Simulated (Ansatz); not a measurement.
A structure relaxed at PBE0-D4/def2-TZVP, charge 0, multiplicity 1:

```xyz
11

C     0.069   -1.133    0.821
C     0.619    0.062    0.074
F     1.983    0.044    0.038
Si   -0.639    0.610   -1.289
C    -0.084    1.334    0.388
O     0.134    2.335    0.996
H     0.361   -2.055    0.317
H    -1.021   -1.103    0.884
H     0.465   -1.134    1.840
H    -1.698   -0.375   -1.621
H    -0.187    1.416   -2.447
```

Q: Give its formula and SMILES.

A: C3H5FOSi, `CC1(F)[SiH2]C1=O`.

Q: Summarise the bond lengths by kind.

A: 2 × C–C 1.487 to 1.513 Å; 3 × C–H 1.091 to 1.094 Å; 1 × C–F 1.365 Å; 2 × C–Si 1.909 to 1.935 Å; 2 × H–Si 1.481 to 1.484 Å; 1 × C–O 1.191 Å.

Program: Ansatz 0.2.0.
